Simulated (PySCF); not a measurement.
C3H6GeO3, SMILES C#C[CH2][Ge]([OH])([OH])[OH] (connectivity only; charge and spin as stated), charge -1, multiplicity 2.

Geometry: B3LYP-D3(BJ)/def2-SVPD. One conformer was computed; it need not be the lowest.

Two levels are set side by side: PBE/def2-SVPD (PySCF) and B3LYP/def2-SVPD (PySCF). Same geometry, gas phase. Differences are taken from unrounded values.

```json
[
 {"quantity": "α-spin orbital gap (eV)", "B3LYP": "3.74"},
 {"quantity": "β-spin orbital gap (eV)", "B3LYP": "4.71"},
 {"quantity": "mean polarisability (bohr³)", "B3LYP": "112.8"}
]
```

Task: What does PBE give, and how far is it from B3LYP? (Estimate from the structure and the level; the computed values follow.)

Result: 
```
quantity                       PBE  PBE minus B3LYP
---------------------------  -----  ---------------
α-spin orbital gap (eV)       2.57            -1.16
β-spin orbital gap (eV)       3.19            -1.53
mean polarisability (bohr³)  122.2              9.4
```

PBE's more diffuse valence density responds more strongly to a field. Differences between two approximate levels are no errors against the true value.

Rough cost on one machine, each run with all the roots and properties that it gave: B3LYP against PBE within a factor of 2.
